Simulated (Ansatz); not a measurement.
```yaml
crystal:
  periodic: [false, false, false]
  atoms:
    - {symbol: Al, position_ang: [-1.475138, 0.696604, 0.867647]}
    - {symbol: Si, position_ang: [1.528846, -0.822059, -1.634644]}
    - {symbol: Si, position_ang: [-0.592264, -1.486338, -0.858129]}
    - {symbol: Si, position_ang: [-1.352225, -1.693255, 1.279998]}
    - {symbol: Si, position_ang: [0.249848, 2.398970, 0.717254]}
    - {symbol: Si, position_ang: [0.473876, 1.243957, -1.234230]}
    - {symbol: Si, position_ang: [1.167067, -0.337879, 0.862093]}
basis:
  gaussian: {orbitals: "6-31++G**"}
total_charge: -1
hamiltonian: {xc: {name: CAM-B3LYP}}
scf: {omitted_lower_state_checks: [starts]}
```

```sh
$ ansatz run in.yaml --threads 4 --pin off --events-out ev --progress --plain --max-ram 4787MiB
```

Output, abridged:

```
Functional definition: CAM-B3LYP
1315 factors; integrals over basis functions are off by at most 8.6e-4 eV
470 factors; integrals over basis functions are off by at most 7.9e-6 eV
mean field evaluation 1: about -53857.7870 eV, gradient 1.1e1 eV
mean field evaluation 2: about -53858.2890 eV, gradient 8.1e0 eV
mean field evaluation 4: about -53858.5773 eV, gradient 1.5e0 eV
mean field evaluation 8: about -53858.7581 eV, gradient 2.6e-1 eV
mean field evaluation 16: about -53858.7585 eV, gradient 3.4e-4 eV
mean field -53858.75847119 eV, -1979.2728670385 hartree, gradient 7.4e-5 eV, S^2 0.000000; 0 other end points of the search recorded, 0 dependent functions left out
reference -53858.75859398 eV, -1979.2728715510 hartree; 49, 49 occupied and 112, 112 virtual orbitals, 1315 factors
Total energy: -53858.75859398 eV, -1979.2728715510 hartree
Checks for a lower state left out: starts
```

It took 9.5 s on 4 threads of Intel Xeon on a shared host, peak host memory 0.64 GiB.

The 6-31G sets use Cartesian d functions.
